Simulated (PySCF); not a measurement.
Job file and geometry (Å, from GFN2-xTB) of an NMR shielding run on SMILES C=CCB1OCOC=C1[SiH3], C₆H₁₁BO₂Si, GIAO PBE0/pcSseg-1 NMR shielding, non-relativistic, gas phase in PySCF; density fitting, a coarse starting grid and PySCF grid level 2 are the driver's defaults:

```
$ OMP_NUM_THREADS=1 python probes_run.py task.json out

{"job": {"kind": "nmr", "xc": "PBE0", "basis": "pcSseg-1"}, "charge": 0, "multiplicity": 1}
C     -3.134549    -0.963225     0.530630
C     -1.880915    -1.193834     0.185867
C     -1.166393    -0.502319    -0.933564
B     -0.069738     0.483882    -0.326848
O     -0.315904     1.811818    -0.413199
C      0.583203     2.707308     0.157556
O      1.931490     2.334368     0.067467
C      2.200948     1.020707     0.307752
C      1.300096     0.029866     0.264073
Si     1.817095    -1.722847     0.676338
H     -3.746221    -0.252960    -0.001537
H     -3.605491    -1.475778     1.352368
H     -1.284156    -1.908746     0.738327
H     -1.886360     0.045991    -1.540439
H     -0.690825    -1.259411    -1.560251
H      0.495298     3.670110    -0.359087
H      0.317748     2.836007     1.226003
H      3.259551     0.894444     0.501199
H      1.370121    -2.649047    -0.367289
H      1.218298    -2.113345     1.958500
H      3.277784    -1.776046     0.784420
```

Q: Write the output of this run.

A: 
```
coarse grid: 18224 points
cycle   1  E = -699.1925870391  dE =  1.466e+00  |g| = 8.019e-01  |ddm| = 4.148e+00
cycle   2  E = -699.0922699694  dE =  1.003e-01  |g| = 1.085e+00  |ddm| = 1.318e+00
cycle   3  E = -699.3188488742  dE = -2.266e-01  |g| = 1.351e-01  |ddm| = 8.176e-01
cycle   4  E = -699.3221517500  dE = -3.303e-03  |g| = 5.629e-02  |ddm| = 1.372e-01
cycle   5  E = -699.3227294954  dE = -5.777e-04  |g| = 1.883e-02  |ddm| = 4.841e-02
cycle   6  E = -699.3227918471  dE = -6.235e-05  |g| = 5.938e-03  |ddm| = 1.755e-02
cycle   7  E = -699.3227995071  dE = -7.660e-06  |g| = 1.496e-03  |ddm| = 5.963e-03
final grid: 171896 points
cycle   8  E = -699.4009373256  dE = -3.132e-05  |g| = 1.483e-02  |ddm| = 3.202e-02
cycle   9  E = -699.4008698785  dE =  6.745e-05  |g| = 2.387e-02  |ddm| = 2.517e-02
cycle  10  E = -699.4009784165  dE = -1.085e-04  |g| = 2.520e-03  |ddm| = 1.712e-02
cycle  11  E = -699.4009799646  dE = -1.548e-06  |g| = 4.575e-04  |ddm| = 2.380e-03
cycle  12  E = -699.4009800050  dE = -4.039e-08  |g| = 1.783e-04  |ddm| = 5.140e-04
cycle  13  E = -699.4009800120  dE = -7.032e-09  |g| = 3.265e-05  |ddm| = 1.663e-04
cycle  14  E = -699.4009800122  dE = -1.432e-10  |g| = 1.686e-05  |ddm| = 3.618e-05
converged SCF energy = -699.4009800122

GIAO shielding tensors (ppm)
atom      isotropic    diamagn.    paramagn.     s11        s22        s33       span
  0 C       65.788     252.745    -186.957    -45.943     87.087    156.219    202.161
  1 C       45.767     259.314    -213.546    -75.968     50.355    162.915    238.883
  2 C      154.139     252.567     -98.428    133.094    158.169    171.153     38.059
  3 B       63.206     192.516    -129.310     26.504     56.918    106.195     79.691
  4 O      161.288     395.702    -234.414     10.814    186.521    286.530    275.716
  5 C       96.461     241.973    -145.512     79.623     98.031    111.728     32.105
  6 O      156.346     395.285    -238.939     14.461    181.240    273.337    258.876
  7 C       14.075     250.366    -236.292   -103.005     48.989     96.240    199.246
  8 C       81.413     269.077    -187.664    -25.479     78.786    190.933    216.412
  9 Si     423.337     881.540    -458.203    389.506    415.315    465.191     75.684
 10 H       26.301      31.361      -5.060     22.962     25.522     30.418      7.456
 11 H       26.474      29.210      -2.736     23.331     25.272     30.820      7.489
 12 H       25.426      33.820      -8.394     22.810     23.831     29.638      6.827
 13 H       29.762      33.504      -3.743     26.743     29.042     33.500      6.758
 14 H       29.487      32.734      -3.247     26.668     28.429     33.363      6.695
 15 H       25.884      27.401      -1.517     21.198     25.965     30.488      9.290
 16 H       26.069      29.675      -3.606     21.400     25.954     30.854      9.454
 17 H       24.458      30.293      -5.835     20.610     24.622     28.142      7.532
 18 H       27.227      30.213      -2.986     23.971     26.387     31.324      7.353
 19 H       27.320      29.926      -2.607     24.161     25.540     32.258      8.097
 20 H       27.648      29.587      -1.939     24.508     26.081     32.355      7.846
```

Size and cost of the density-fitted run: 232 basis functions, 90 s wall time on 1 thread of an Arm Neoverse N1, shared host; peak memory 1.1 GiB.
